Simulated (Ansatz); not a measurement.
Consider the cleavage of the Si–P bond: `O[SiH2]PS` + HI → `O[SiH2]I` + `PS`.

Calculated with Ansatz (gas phase, PBE0-D4/def2-TZVP geometries, no zero-point term in ΔE). CCSD(T)/CBS is the MP2 limit (def2-TZVPP, def2-QZVPP) plus CCSD(T) − MP2 in def2-TZVPP, frozen cores. This one scheme is used for every species. DFT in def2-TZVPP. HSE06 is defined as in plane-wave codes. def2 core potentials past Kr. For I outer-core shells are correlated without core-valence functions, which leaves a few kJ/mol of doubt a bond. One conformer a species, not always the lowest.

```
        level  ΔE (kJ/mol)
    r2SCAN-D4        -66.6
       B97M-V        -59.3
   r2SCAN0-D4        -69.8
       revPBE        -67.0
        HSE06        -68.5
        BHLYP        -76.4
 MP2/def2-SVP        -66.6
HF/def2-TZVPP        -85.9
```

(1) What does CCSD(T)/CBS give? (Best estimate.)

Largest T1 diagnostic among the species: 0.013.

Results:

(1) The calculation gave: -70.1 kJ/mol. The listed levels differ from it by 3.5, 10.8, 0.3, 3.1, 1.6, -6.3, 3.5, -15.8 kJ/mol.

The D4 term adds +6.5 kJ/mol with B3LYP and +3.7 kJ/mol with PBE0; it sums over pairs of atoms, weighted by their polarisabilities, and B3LYP, whose exchange is more repulsive, gets the larger term. In def2-TZVPP, CCSD(T) changes the Hartree–Fock value by +20.8 kJ/mol (the triples alone add +2.9 kJ/mol) and MP2 by +13.6 kJ/mol.

B3LYP here is the variant with VWN-RPA as its local correlation; programs differ in this.
